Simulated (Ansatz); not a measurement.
Ga2O3⁻. Total charge -1; doublet. Geometry PBE0-D4/def2-SVPD.

Cartesian coordinates in Å:
```
Ga -0.2146 -0.7796 -1.1293
Ga -0.3291 0.8780 1.0253
O 1.2198 0.4016 -0.2446
O -1.5144 0.2732 -0.2906
O 0.8383 -0.7733 0.6392
```

The structure holds 1 bond(s) between oxygen atoms. Another isomer (doublet) lies 2.09 eV lower at PBE0-D4/def2-TZVPD; other spin states weren't run for this one.

Question: Estimate the α-spin orbital energies around the gap (eV) in Ansatz with PBE-D4/def2-TZVPD, r2SCAN-D4/def2-TZVPD, r2SCANh-D4/def2-TZVPD, PBE0-D4/def2-TZVPD, ωB97X-V/def2-TZVPD.

Answer: 
```
orbital  PBE-D4/def2-TZVPD  r2SCAN-D4/def2-TZVPD  r2SCANh-D4/def2-TZVPD  PBE0-D4/def2-TZVPD  ωB97X-V/def2-TZVPD
 HOMO−9              -6.30                 -6.69                  -7.36               -8.08              -10.85
 HOMO−8              -5.81                 -6.19                  -6.89               -7.66              -10.39
 HOMO−7              -5.54                 -5.80                  -6.27               -6.79               -9.18
 HOMO−6              -4.04                 -4.44                  -5.07               -5.71               -8.28
 HOMO−5              -2.28                 -2.63                  -3.24               -3.90               -6.54
 HOMO−4              -2.21                 -2.55                  -3.14               -3.78               -6.30
 HOMO−3              -1.50                 -1.80                  -2.37               -3.01               -5.50
 HOMO−2              -1.30                 -1.59                  -2.00               -2.37               -4.81
 HOMO−1              -0.73                 -1.04                  -1.64               -2.30               -4.61
   HOMO              -0.18                 -0.47                  -0.85               -1.19               -3.26
   LUMO               2.65                  2.95                   3.23                3.38                4.68
 LUMO+1               3.31                  3.63                   3.84                3.70                4.83
 LUMO+2               3.32                  3.78                   3.95                3.81                4.93
 LUMO+3               3.36                  4.23                   4.35                3.91                5.28
 LUMO+4               3.54                  4.29                   4.37                4.00                5.38
 LUMO+5               3.83                  4.33                   4.71                4.56                5.81
 β HOMO              -0.67                 -0.90                  -1.13               -1.40               -3.07
 β LUMO               0.48                  0.53                   0.78                1.09                2.47
```
